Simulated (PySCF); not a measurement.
Job file and geometry (Å, from GFN2-xTB) of a spin–spin coupling run on aminodiethylborane (SMILES CCB(N)CC), B3LYP/pcJ-1 indirect spin-spin coupling, non-relativistic, gas phase in PySCF 2.14.0, density-fitted response routines; density fitting, a coarse starting grid and PySCF grid level 2 are the driver's defaults:

```
{"job": {"kind": "j", "xc": "B3LYP", "basis": "pcJ-1"}, "charge": 0, "multiplicity": 1}
C      2.006916     0.545617    -0.531542
C      1.290805    -0.173148     0.618154
B     -0.125258    -0.773040     0.181289
N     -0.158362    -1.801049    -0.743128
C     -1.494229    -0.207389     0.775020
C     -1.716988     1.268856     0.427960
H      2.174759    -0.131307    -1.366840
H      2.971834     0.933351    -0.208277
H      1.407740     1.379960    -0.889086
H      1.943442    -0.976171     0.972400
H      1.190724     0.528642     1.448063
H     -1.008342    -2.221023    -1.080819
H      0.665418    -2.203345    -1.159131
H     -1.491012    -0.300664     1.864404
H     -2.354875    -0.779110     0.417537
H     -0.898483     1.876653     0.805461
H     -1.767684     1.400973    -0.650938
H     -2.645164     1.638511     0.861166
```

Q: What does the program print?

A: 
```
coarse grid: 13936 points
cycle   1  E = -239.1957801921  dE =  2.998e-01  |g| = 6.426e-01  |ddm| = 3.094e+00
cycle   2  E = -239.1382209398  dE =  5.756e-02  |g| = 8.124e-01  |ddm| = 1.214e+00
cycle   3  E = -239.3013674974  dE = -1.631e-01  |g| = 4.286e-02  |ddm| = 6.994e-01
cycle   4  E = -239.3015821970  dE = -2.147e-04  |g| = 2.946e-02  |ddm| = 5.305e-02
cycle   5  E = -239.3017558074  dE = -1.736e-04  |g| = 9.326e-03  |ddm| = 2.326e-02
cycle   6  E = -239.3017742505  dE = -1.844e-05  |g| = 8.498e-04  |ddm| = 7.026e-03
cycle   7  E = -239.3017744140  dE = -1.635e-07  |g| = 2.453e-04  |ddm| = 1.129e-03
final grid: 131496 points
cycle   8  E = -239.3455519409  dE = -1.185e-04  |g| = 7.934e-03  |ddm| = 2.517e-02
cycle   9  E = -239.3455432533  dE =  8.688e-06  |g| = 1.005e-02  |ddm| = 1.205e-02
cycle  10  E = -239.3455661943  dE = -2.294e-05  |g| = 6.524e-04  |ddm| = 6.818e-03
cycle  11  E = -239.3455662148  dE = -2.046e-08  |g| = 5.606e-04  |ddm| = 7.654e-04
cycle  12  E = -239.3455662824  dE = -6.766e-08  |g| = 6.025e-05  |ddm| = 3.707e-04
cycle  13  E = -239.3455662833  dE = -8.167e-10  |g| = 9.814e-06  |ddm| = 6.993e-05
converged SCF energy = -239.3455662833

Indirect spin-spin couplings (Hz)
  i      j    bonds     total        FC       PSO       DSO        SD
  0 C    1 C    1     28.864    28.597     0.100     0.166         -
  0 C    2 B    2     -1.970    -1.801    -0.126     0.036    -0.080
  0 C    3 N    3     -0.599    -0.631     0.031     0.000     0.001
  0 C    4 C    3      0.525     0.520     0.029    -0.024         -
  0 C    6 H    1    130.873   129.015     1.224     0.634         -
  0 C    7 H    1    133.342   131.562     1.193     0.586         -
  0 C    8 H    1    131.564   129.756     1.181     0.627         -
  0 C    9 H    2     -5.826    -5.880     0.237    -0.183         -
  0 C   10 H    2     -4.514    -4.602     0.266    -0.177         -
  0 C   11 H    4     -0.809    -0.785     0.323    -0.346         -
  0 C   12 H    4     -0.553    -0.566    -0.092     0.105         -
  0 C   13 H    4      0.222     0.238     0.188    -0.204         -
  0 C   14 H    4      0.342     0.355     0.234    -0.247         -
  0 C   15 H    5      0.359     0.353    -0.139     0.145         -
  0 C   17 H    5      0.486     0.498     0.197    -0.210         -
  1 C    2 B    1     56.788    57.202    -1.266     0.282     0.570
  1 C    3 N    2     -2.705    -2.852     0.145    -0.003     0.005
  1 C    4 C    2      6.480     6.606    -0.150     0.024         -
  1 C    5 C    3      0.575     0.585    -0.024     0.014         -
  1 C    6 H    2     -2.559    -2.678     0.302    -0.183         -
  1 C    7 H    2     -3.811    -3.859     0.274    -0.226         -
  1 C    8 H    2     -2.191    -2.286     0.267    -0.172         -
  1 C    9 H    1    120.680   118.365     1.514     0.801         -
  1 C   10 H    1    126.608   124.431     1.368     0.809         -
  1 C   11 H    3      8.311     8.407     0.413    -0.508         -
  1 C   12 H    3      3.419     3.483    -0.111     0.048         -
  1 C   13 H    3      0.723     0.729    -0.052     0.045         -
  1 C   14 H    3      4.913     4.947     0.277    -0.312         -
  1 C   17 H    4     -0.343    -0.325     0.216    -0.233         -
  2 B    3 N    1    -30.123   -32.771     3.117    -0.097    -0.371
  2 B    4 C    1     56.249    56.859    -1.425     0.279     0.537
  2 B    5 C    2     -1.341    -1.191    -0.127     0.041    -0.064
  2 B    6 H    3      1.980     2.074    -0.170     0.099    -0.023
  2 B    7 H    3      8.316     8.273     0.467    -0.443     0.019
  2 B    8 H    3      1.743     1.698    -0.123     0.171    -0.002
  2 B    9 H    2     -4.893    -4.944    -0.041    -0.024     0.115
  2 B   10 H    2     -5.332    -5.131    -0.252    -0.020     0.072
  2 B   11 H    2      0.436     1.781    -0.319    -0.878    -0.148
  2 B   12 H    2      0.031     1.380    -0.336    -0.865    -0.149
  2 B   13 H    2     -5.126    -5.177    -0.087     0.003     0.135
  2 B   14 H    2     -5.369    -5.145    -0.187    -0.083     0.047
  2 B   15 H    3      2.216     2.316    -0.260     0.172    -0.013
  2 B   16 H    3      1.839     1.789    -0.115     0.168    -0.003
  2 B   17 H    3      9.030     8.987     0.451    -0.434     0.025
  3 N    4 C    2     -3.140    -3.298     0.158    -0.003     0.003
  3 N    5 C    3     -0.863    -0.850    -0.044     0.014     0.017
  3 N    7 H    4      0.157     0.118    -0.089     0.116     0.013
  3 N    9 H    3     -1.319    -1.380     0.046     0.003     0.011
  3 N   10 H    3     -4.163    -4.202    -0.117     0.159    -0.003
  3 N   11 H    1    -84.877   -81.495    -2.738    -0.259    -0.385
  3 N   12 H    1    -82.829   -79.405    -2.778    -0.263    -0.382
  3 N   13 H    3     -2.109    -2.164    -0.066     0.114     0.007
  3 N   14 H    3     -3.007    -3.100     0.097    -0.036     0.032
  3 N   17 H    4     -0.186    -0.194    -0.114     0.112     0.010
  4 C    5 C    1     29.715    29.475     0.076     0.164         -
  4 C    9 H    3      1.823     1.843     0.197    -0.217         -
  4 C   10 H    3      2.945     2.946    -0.146     0.145         -
  4 C   11 H    3      3.862     3.986    -0.164     0.040         -
  4 C   12 H    3      9.284     9.366     0.419    -0.501         -
  4 C   13 H    1    122.704   120.458     1.458     0.788         -
  4 C   14 H    1    122.411   120.171     1.440     0.800         -
  4 C   15 H    2     -2.768    -2.889     0.298    -0.176         -
  4 C   16 H    2     -2.145    -2.221     0.259    -0.183         -
  4 C   17 H    2     -3.919    -3.955     0.271    -0.235         -
  5 C    9 H    4      0.597     0.603     0.261    -0.267         -
  5 C   11 H    4     -0.480    -0.469     0.130    -0.142         -
  5 C   12 H    4     -0.216    -0.204     0.314    -0.326         -
  5 C   13 H    2     -6.223    -6.301     0.265    -0.187         -
  5 C   14 H    2     -3.884    -3.955     0.261    -0.189         -
  5 C   15 H    1    130.613   128.789     1.188     0.637         -
  5 C   16 H    1    130.883   129.034     1.229     0.620         -
  5 C   17 H    1    134.465   132.676     1.204     0.585         -
  6 H    7 H    2    -12.653   -12.747     2.776    -2.682         -
  6 H    8 H    2    -13.355   -13.461     2.646    -2.540         -
  6 H    9 H    3      4.332     4.423     0.402    -0.493         -
  6 H   10 H    3     16.629    16.710     2.713    -2.794         -
  7 H    8 H    2    -12.992   -13.077     2.769    -2.684         -
  7 H    9 H    3      5.572     5.699     0.325    -0.452         -
  7 H   10 H    3      4.791     4.906     0.291    -0.406         -
  7 H   11 H    5     -0.243    -0.147     1.488    -1.585         -
  7 H   14 H    5      0.276     0.339     1.149    -1.213         -
  8 H    9 H    3     17.302    17.395     2.719    -2.812         -
  8 H   10 H    3      3.950     4.051     0.351    -0.452         -
  9 H   10 H    2    -13.993   -14.217     2.296    -2.073         -
  9 H   11 H    4     -0.942    -0.822     1.720    -1.840         -
  9 H   12 H    4     -0.723    -0.670    -0.804     0.750         -
  9 H   14 H    4      0.307     0.378     1.224    -1.295         -
  9 H   17 H    5     -0.157    -0.094     1.171    -1.234         -
 10 H   11 H    4      2.084     2.213     1.795    -1.925         -
 10 H   12 H    4     -0.225    -0.112     1.570    -1.682         -
 10 H   14 H    4      0.284     0.342     1.276    -1.334         -
 11 H   12 H    2     -2.010    -2.787     6.070    -5.293         -
 11 H   13 H    4     -0.731    -0.614     1.008    -1.125         -
 11 H   14 H    4     -0.294    -0.328    -1.658     1.691         -
 12 H   13 H    4      0.152     0.275     1.686    -1.809         -
 12 H   14 H    4      0.237     0.352     1.788    -1.903         -
 12 H   17 H    5      0.412     0.493     1.350    -1.431         -
 13 H   14 H    2    -13.702   -13.927     2.345    -2.119         -
 13 H   15 H    3      3.713     3.802     0.378    -0.467         -
 13 H   16 H    3     17.064    17.154     2.742    -2.832         -
 13 H   17 H    3      6.295     6.420     0.339    -0.464         -
 14 H   15 H    3     16.125    16.207     2.714    -2.797         -
 14 H   16 H    3      3.960     4.065     0.393    -0.498         -
 14 H   17 H    3      4.347     4.469     0.340    -0.462         -
 15 H   16 H    2    -13.162   -13.265     2.649    -2.546         -
 15 H   17 H    2    -13.220   -13.312     2.770    -2.678         -
 16 H   17 H    2    -12.794   -12.879     2.799    -2.714         -
```

Size and cost of the density-fitted run: 282 basis functions, 120 s wall time on 1 thread of an Arm Neoverse V1, shared host.
